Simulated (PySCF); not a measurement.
Job file and geometry (Å, from PBE0-D3(BJ)/def2-SVP) of an NMR shielding run on Si(OH)Cl3 (O[Si](Cl)(Cl)Cl, Cl3HOSi), GIAO PBE0/pcSseg-1 NMR shielding, non-relativistic, gas phase (PySCF); density fitting, a coarse starting grid and PySCF grid level 2 are the driver's defaults:

```
{"job": {"kind": "nmr", "xc": "PBE0", "basis": "pcSseg-1"}, "charge": 0, "multiplicity": 1}
Si    -0.068549    -0.133659    -0.267303
O     -0.080784    -0.025875     1.363301
H      0.359990     0.729408     1.766357
Cl     1.842311    -0.191026    -0.987791
Cl    -1.002981     1.465161    -1.128966
Cl    -1.049997    -1.844010    -0.745598
```

Q: Write the output of this run.

A: 
```
coarse grid: 8208 points
cycle   1  E = -1745.2461716622  dE =  6.660e-01  |g| = 7.532e-01  |ddm| = 2.476e+00
cycle   2  E = -1745.1077254399  dE =  1.384e-01  |g| = 1.148e+00  |ddm| = 1.413e+00
cycle   3  E = -1745.3567705198  dE = -2.490e-01  |g| = 9.375e-02  |ddm| = 8.956e-01
cycle   4  E = -1745.3584456580  dE = -1.675e-03  |g| = 4.071e-02  |ddm| = 1.222e-01
cycle   5  E = -1745.3587688400  dE = -3.232e-04  |g| = 8.195e-03  |ddm| = 4.154e-02
cycle   6  E = -1745.3587854637  dE = -1.662e-05  |g| = 2.094e-03  |ddm| = 1.024e-02
cycle   7  E = -1745.3587864673  dE = -1.004e-06  |g| = 2.301e-04  |ddm| = 1.923e-03
final grid: 63744 points
cycle   8  E = -1745.3934034478  dE = -2.292e-05  |g| = 6.596e-03  |ddm| = 1.126e-02
cycle   9  E = -1745.3933969068  dE =  6.541e-06  |g| = 8.447e-03  |ddm| = 9.023e-03
cycle  10  E = -1745.3934088024  dE = -1.190e-05  |g| = 1.191e-03  |ddm| = 5.880e-03
cycle  11  E = -1745.3934090162  dE = -2.137e-07  |g| = 9.547e-05  |ddm| = 7.384e-04
cycle  12  E = -1745.3934090182  dE = -1.998e-09  |g| = 1.937e-05  |ddm| = 1.224e-04
cycle  13  E = -1745.3934090182  dE = -6.548e-11  |g| = 7.007e-06  |ddm| = 2.427e-05
converged SCF energy = -1745.3934090182

GIAO shielding tensors (ppm)
atom      isotropic    diamagn.    paramagn.     s11        s22        s33       span
  0 Si     357.412     875.239    -517.827    344.840    354.481    372.913     28.074
  1 O      230.586     387.650    -157.064    198.332    226.732    266.693     68.361
  2 H       28.476      29.656      -1.180     21.216     23.143     41.070     19.855
  3 Cl     790.397    1147.756    -357.359    680.361    698.319    992.513    312.152
  4 Cl     789.469    1147.740    -358.271    679.004    697.669    991.735    312.731
  5 Cl     819.906    1147.250    -327.344    717.065    729.969   1012.683    295.618
```

Q: Turn these shieldings into chemical shifts. Scale: TMS for $^{29}$Si (σref 351.99) and $^{1}$H (σref 31.27); $^{17}$O (σref 334.56) against H2O; $^{35}$Cl (σref 943.27) vs HCl (reference shieldings calculated alike).

A: Averaging equivalent atoms: Si 0: -5.4; O 1: 104.0; H 2: 2.79; Cl 3/4/5: 143 ppm. Experimental scales use liquid or dissolved standards, which lie at an offset from isolated H2O (liquid H2O: subtract about 36 ppm).

Size and cost of the density-fitted run: 118 basis functions, 8 s wall time on 1 thread of an Arm Neoverse V1, shared host.
